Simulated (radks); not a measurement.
Results of a calculation; reference values are marked as such.
Species: the chromium ion Cr3+. Configuration: [Ar] 3d3.

Level of theory: scalar-relativistic Kohn-Sham, BLYP, spin-polarised, spherical densities, point nucleus; open shells are filled with parallel spins first (a radial shooting solver on a logarithmic mesh with Libxc functionals).

Energy parts (eV):
part                      energy
total                 -28542.914
kinetic                28835.769
electron-nucleus      -67289.042
Hartree                11214.716
exchange-correlation   -1304.358

Orbitals (lengths in bohr, moments of r in powers of bohr):
| orbital | occ. | eigenvalue (eV) | <r^4> |
|---|---|---|---|
| 1s up | 1 | -5922.385 | 0.00007590 |
| 1s down | 1 | -5922.395 | 0.00007589 |
| 2s up | 1 | -707.9372 | 0.01814 |
| 2s down | 1 | -706.6142 | 0.01802 |
| 2p up | 3 | -601.4739 | 0.01420 |
| 2p down | 3 | -600.4572 | 0.01408 |
| 3s up | 1 | -113.8115 | 1.313 |
| 3s down | 1 | -110.3558 | 1.339 |
| 3p up | 3 | -84.8897 | 1.807 |
| 3p down | 3 | -81.5266 | 1.873 |
| 3d up | 3 | -40.2970 | 4.896 |
| 3d down | 0 | -37.2151 | 5.784 |

The highest occupied level is 3d up at -40.297 eV. For comparison, the ionisation energy in NIST's Atomic Spectra Database is 49.16 eV (semi-empirical). In exact Kohn-Sham theory the highest level is minus the ionisation energy, but local and semilocal functionals leave it too shallow, through self-interaction and a potential that decays too fast; potentials with the right tail come closer.
